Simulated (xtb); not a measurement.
xtb input (GFN2-xTB):

```bash
xtb mol.xyz --gfn 2 --ohess tight --chrg -1 --uhf 0
```
mol.xyz:
```
4

F     -0.89359889     1.04938879     0.14470960
C     -0.21541739    -0.18243363     0.22150839
Br     1.66726258     0.00325604     0.18280365
H     -0.54065700    -0.81951217    -0.59113840
```

End of the output:

```
optimized geometry written to: xtbopt.xyz

           -------------------------------------------------
          | TOTAL ENERGY              -11.627711318567 Eh   |
          | TOTAL ENTHALPY            -11.608258270047 Eh   |
          | TOTAL FREE ENERGY         -11.639970590976 Eh   |
          | GRADIENT NORM               0.000079574874 Eh/α |
          | HOMO-LUMO GAP               4.075940617309 eV   |
           -------------------------------------------------

------------------------------------------------------------------------
------------------------------------------------------------------------
 total:
 SCF:
 ANC optimizer:
 analytical hessian:
```

It need not be the lowest isomer of its formula. Whether it binds its extra electron was not tested at this geometry.
